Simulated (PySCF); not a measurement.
A species of formula C9H13P has this rotational fingerprint, computed with PBE0/pcSseg-1 in PySCF (dipole) on a GFN2-xTB geometry, gas phase:

* Rotational constants: A = 1540, B = 1118, C = 659.4 MHz
* Dipole components: |μa| = 1.34 D, |μb| = 2.18 D, |μc| = 0.02 D
* Inertial defect: -13.61 u·Å²
* κ: 0.04

Task: Which candidate fits, each taken in the one conformer that was computed?
A. `[CH:1]1=[CH:2][P:3]([C:4]2=[CH:5][CH2:6][CH2:7][CH2:8]2)[CH2:9][CH2:10]1` with C2–P3–C4–C5 -17°, C1–C2–P3–C4 -87°, C4–C5–C6–C7 -12°, C5–C6–C7–C8 20°, C6–C7–C8–C4 -21°
B. `[CH2:1]=[CH:2][C@H:3]1[CH:4]=[CH:5][P@:6](=[CH2:7])([CH3:8])[CH:9]=[CH:10]1` with C1–C2–C3–C4 119°, C2–C3–C4–C5 94°, C4–C5–P6–C7 -97°, C5–P6–C9–C10 -24°, C2–C3–C10–C9 -90°
C. `Cc1cpc(C)c(C)c1C`
D. `[CH3:1][c:2]1[cH:3][p:4]([CH:5]2[CH2:6][CH2:7]2)[cH:8][c:9]1[CH3:10]` with C3–P4–C5–C6 100°

Result: C. It is Cc1cpc(C)c(C)c1C, an asymmetric top, point group C1. The candidates at the same level (rigid rotor, commonest isotopes):

| SMILES | A (MHz) | B (MHz) | C (MHz) | μa (D) | μb (D) | μc (D) | Δ (u·Å²) | point group | rotor |
| --- | --- | --- | --- | --- | --- | --- | --- | --- | --- |
| C1=CP(C2=CCCC2)CC1 | 2213 | 796.8 | 750.1 | 0.20 | 0.79 | 1.49 | -188.90 | C1 | near-prolate asymmetric top |
| Cc1cp(C2CC2)cc1C | 2451 | 697.6 | 608.1 | 0.75 | 0.00 | 1.38 | -99.59 | Cs | near-prolate asymmetric top |
| C=C[C@H]1C=C[P@](=C)(C)C=C1 | 2266 | 760.7 | 736.5 | 1.55 | 2.98 | 0.64 | -201.25 | C1 | near-prolate asymmetric top |
| Cc1cpc(C)c(C)c1C | 1540 | 1118 | 659.4 | 1.34 | 2.18 | 0.02 | -13.61 | C1 | asymmetric top |

`C1=CP(C2=CCCC2)CC1` has A 44 % too high; `Cc1cp(C2CC2)cc1C` has A 59 % too high; `C=C[C@H]1C=C[P@](=C)(C)C=C1` has A 47 % too high. No structure here is proved a minimum.
